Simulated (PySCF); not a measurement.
NMR data sheet: C7H7FO

| Property | Result |
| --- | --- |
| Formula | C7H7FO |
| SMILES | OCc1ccccc1F |
| Point group of the computed structure | C1 |
| Degrees of unsaturation | 4 |
| Carbon signals | 7 |
| Proton signals | 6 |

Molfile (atoms numbered from 1):
```
C7H7FO
     RDKit          3D

 16 16  0  0  0  0  0  0  0  0999 V2000
    2.7192   -0.8682   -0.3532 O   0  0  0  0  0  0  0  0  0  0  0  0
    2.0252    0.1730    0.2853 C   0  0  0  0  0  0  0  0  0  0  0  0
    0.5252    0.0795    0.1450 C   0  0  0  0  0  0  0  0  0  0  0  0
   -0.1060   -1.1195   -0.1563 C   0  0  0  0  0  0  0  0  0  0  0  0
   -1.4829   -1.1861   -0.2800 C   0  0  0  0  0  0  0  0  0  0  0  0
   -2.2553   -0.0512   -0.1034 C   0  0  0  0  0  0  0  0  0  0  0  0
   -1.6504    1.1564    0.2014 C   0  0  0  0  0  0  0  0  0  0  0  0
   -0.2754    1.2011    0.3213 C   0  0  0  0  0  0  0  0  0  0  0  0
    0.3125    2.3849    0.6143 F   0  0  0  0  0  0  0  0  0  0  0  0
    2.5292   -0.8356   -1.2976 H   0  0  0  0  0  0  0  0  0  0  0  0
    2.2934    0.0974    1.3451 H   0  0  0  0  0  0  0  0  0  0  0  0
    2.3651    1.1543   -0.0771 H   0  0  0  0  0  0  0  0  0  0  0  0
    0.5004   -2.0037   -0.2862 H   0  0  0  0  0  0  0  0  0  0  0  0
   -1.9532   -2.1290   -0.5131 H   0  0  0  0  0  0  0  0  0  0  0  0
   -3.3285   -0.1016   -0.2026 H   0  0  0  0  0  0  0  0  0  0  0  0
   -2.2260    2.0571    0.3457 H   0  0  0  0  0  0  0  0  0  0  0  0
  1  2  1  0
  2  3  1  0
  3  4  2  0
  4  5  1  0
  5  6  2  0
  6  7  1  0
  7  8  2  0
  8  9  1  0
  8  3  1  0
  1 10  1  0
  2 11  1  0
  2 12  1  0
  4 13  1  0
  5 14  1  0
  6 15  1  0
  7 16  1  0
M  END
```

Relativity neglected, single conformer, isolated molecule, averaged over atoms made equivalent by symmetry, fast rotation or ring inversion. Geometry from GFN2-xTB; NMR shieldings at PBE0/pcSseg-1/GIAO; PySCF 2.14.

δ = σ(ref) − σ, references computed at the same level: $^{1}$H (31.72 ppm) and $^{13}$C (186.93 ppm) vs TMS; CFCl3 for $^{19}$F (170.95 ppm); H2O for $^{17}$O (336.08 ppm).

```tsv
carbon	δC, type	δH (multiplicity)	HMBC from (2–3 bonds)	span of the C tensor (ppm)
C2	63.3, CH2	5.19 (s)	H13	60
C3	136.5, C	–	H13, H14, H16, H11/H12	179
C4	131.8, CH	8.06 (m)	H15, H14, H11/H12	233
C5	129.6, CH	7.51 (m)	H13, H15, H16	231
C6	133.9, CH	7.55 (m)	H13, H14, H16	229
C7	120.9, CH	7.31 (m)	H15, H14	188
C8	169.0, C	–	H13, H15, H16, H11/H12	146
```

Other nuclei:
| atoms | nucleus | environment | δ (ppm) | σ (ppm) |
| --- | --- | --- | --- | --- |
| H10 | $^{1}$H | hydrogen on an alcohol oxygen | 0.25 | 31.46 |
| F9 | $^{19}$F | aryl fluorine | -125.8 | 296.8 |
| O1 | $^{17}$O | alcohol oxygen | 28.1 | 308.0 |

- Carbon types of the structure: 2 × C, 4 × CH, 1 × CH2, leaving 1 H on heteroatoms.
- δC 169.0: aromatic carbon bearing fluorine; σ withdrawal by the attached heteroatom moves it downfield of the ring CH carbons.
- δC 136.5: substituted aromatic carbon.
- δC 133.9, 131.8, 129.6, 120.9: aromatic CH.
- δC 63.3: sp3 CH2 bonded to O, on an aromatic ring; the inductive effect lowers its shielding.
- δH 8.06, 7.55, 7.51, 7.31: hydrogen on an aromatic CH; it sits in the deshielding region of the aromatic ring current.

OH and NH positions are those of a molecule without intermolecular hydrogen bonds; in solution they move with solvent, concentration and temperature, and exchange usually removes their couplings. Splittings by $^{19}$F in the carbon and heteronuclear signals aren't shown, as no couplings were computed. Shifts are as computed. Against solution values, carbons near 30 ppm lie about +3 ppm off and those near 130 ppm about +5 ppm. Of 1211 compounds with measured shifts, 218 miss one by over three times the rms of a fit or turn the order of signals round; such compounds aren't used in these exercises. Unscaled 19F shifts against computed CFCl3 carry errors that often reach 10 to 50 ppm. Experimental scales use liquid or dissolved standards, which lie at an offset from isolated H2O (liquid H2O: subtract about 36 ppm). No couplings were computed; multiplicities are counted from neighbouring protons, with m where these are inequivalent, close in shift, in a saturated or five-membered ring or joined by F or P, and br s for small geminal =CH2 splittings.
